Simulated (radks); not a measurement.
Coulomb parameter of the 4d shell of neutral molybdenum in the model configuration [Kr] 4d4.5 5s1.5, as a second difference U = [E(n + 0.5) + E(n - 0.5) - 2 E(n)] / (0.5)^2 with all orbitals relaxed. "Bare": the charge of the atom changes with n. "Screened": the 5s shell takes up the change at fixed total charge, which measures U(4d,4d) + U(5s,5s) - 2 U(4d,5s). All-electron calculation, scalar-relativistic Kohn-Sham, SCAN, spin-unpolarised, spherical densities, finite nucleus; meta-GGA in the generalised Kohn-Sham scheme; Fermi nuclear charge, rms radius 4.4091 fm. Program: a radial shooting solver on a logarithmic mesh with Libxc functionals.

| case | configuration | E - E(n) (eV) |
|---|---|---|
| start | [Kr] 4d4.5 5s1.5 | 0.000 |
| bare +0.5 | [Kr] 4d5 5s1.5 | -1.347 |
| bare -0.5 | [Kr] 4d4 5s1.5 | 3.413 |
| screened +0.5 | [Kr] 4d5 5s1 | 0.115 |
| screened -0.5 | [Kr] 4d4 5s2 | 0.138 |

U(bare) = 8.263 eV, U(screened by 5s) = 1.011 eV, against the Slater integral F0(4d,4d) = 12.983 eV with frozen orbitals. The step up makes a negative ion, whose loosely bound charge lowers the bare value.
